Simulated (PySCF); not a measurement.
Zn(Cl)(Et), SMILES C[CH2][Zn][Cl] (C₂H₅ClZn) at its PBE0/def2-SVP optimised geometry (Å):

```
9

Zn    -0.7913    -0.5487     0.0000
Cl    -2.9124    -0.5614    -0.0121
C      1.1540    -0.5487     0.0000
C      1.8115     0.5364     0.8490
H      1.4774    -0.4659    -1.0522
H      1.4780    -1.5501     0.3330
H      1.5383     0.4561     1.9132
H      1.5312     1.5501     0.5211
H      2.9124     0.4785     0.7977
```

Computed with PySCF with PBE0/def2-TZVP. Cells within 0.4 Å of a nucleus heavier than hydrogen are left out (blank, or x).

Map of the Laplacian of the electron density (e/bohr⁵), clipped to [-1.50, 1.50] on the plane z = 0.0 Å:

```
|333333333333333333333333333|
|333333333333333333333333333|
|333333333333333333333333333|
|333333333333333333333333333|
|333333333333333333333333333|
|333333333333333333333333333|
|333333333333333333333333333|
|333333333333333333333333333|
|333333333333333333333333333|
|333333333333333333333333333|
|333333333333333333333333333|
|333333333333333333333333333|
|333333333344333333333333333|
|333320023499943322333333333|
|33332xx039xx9723x6333333333|
|33331xx0399x9622x3333333333|
|333320023499943301333333333|
|333333333334333322333333333|
|333333333333333333333333333|
|333333333333333333333333333|
|333333333333333333333333333|
|333333333333333333333333333|
|333333333333333333333333333|
|333333333333333333333333333|
|333333333333333333333333333|
|333333333333333333333333333|
|333333333333333333333333333|
```
Scale: ten equal steps from -0.644 (start of '0') to 1.50 (end of '9'), in the order '0123456789'; x runs from -5.00 to 5.00, y from -5.00 (bottom) to 5.00 (top).
